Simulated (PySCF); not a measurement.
Compound: 1-chloropropan-2-yl acetate, C5H9ClO2.
SMILES with atom numbers: `[CH3:1][C:2](=[O:3])[O:4][C@H:5]([CH3:6])[CH2:7][Cl:8]` (hydrogens: H9, H10, H11 on C1; H12 on C5; H13, H14, H15 on C6; H16, H17 on C7)

Method: PBE0-D3(BJ)/def2-SVP geometry optimisation, gas phase (PySCF 2.14.0).

**Question.** What internal coordinates does the optimisation give?

**Answer.** 
```json
{"bond": "C1–C2", "length (Å)": "1.499", "order": "single"}
{"bond": "C2=O3", "length (Å)": "1.204", "order": "double"}
{"bond": "C2–O4", "length (Å)": "1.341", "order": "single"}
{"bond": "O4–C5", "length (Å)": "1.428", "order": "single"}
{"bond": "C5–C6", "length (Å)": "1.510", "order": "single"}
{"bond": "C5–C7", "length (Å)": "1.520", "order": "single"}
{"bond": "C7–Cl8", "length (Å)": "1.786", "order": "single"}
{"bond": "C1–H9, C1–H10, C1–H11", "length (Å)": "1.098", "order": "single"}
{"bond": "C5–H12", "length (Å)": "1.104", "order": "single"}
{"bond": "C6–H13, C6–H14, C6–H15", "length (Å)": "1.099", "order": "single"}
{"bond": "C7–H16", "length (Å)": "1.097", "order": "single"}
{"bond": "C7–H17", "length (Å)": "1.099", "order": "single"}
```

Bonds in one row agree within 0.01 Å and their mean is given. Orders are formal, as drawn. A selection of angles:
```json
{"angle": "C1–C2–O3", "degrees": "125.7"}
{"angle": "C1–C2–O4", "degrees": "110.9"}
{"angle": "O3–C2–O4", "degrees": "123.4"}
{"angle": "C2–O4–C5", "degrees": "117.7"}
{"angle": "O4–C5–C6", "degrees": "106.8"}
{"angle": "O4–C5–C7", "degrees": "110.8"}
{"angle": "C6–C5–C7", "degrees": "114.3"}
{"angle": "C5–C7–Cl8", "degrees": "112.5"}
```

Torsions: C1–C2–O4–C5 -178° (antiperiplanar); C2–O4–C5–C6 -162° (antiperiplanar); O4–C5–C7–Cl8 58° (synclinal).

The 3 C–O bonds span 1.204 Å (C2=O3, drawn double) to 1.428 Å (O4–C5, drawn single), a spread of 0.224 Å. The C–C distances run from 1.499 Å (C1–C2, drawn single) to 1.520 Å (C5–C7, drawn single), a spread of 0.021 Å. Of the pairs four or more bonds apart, O3···H12 is among the closest relative to their van der Waals radii: 2.42 Å, 89 % of the sum of Bondi's values. O4 (ester single-bonded oxygen) is bent (angle 117.7°).

Point group: C1 (no symmetry element, even within 0.4 Å). Whether it is a minimum is left open (no frequencies). The numbers are those of one conformer.

On Arm Neoverse V1, one thread, shared host, this took 76 s of wall time. That covers the optimisation of the geometry.
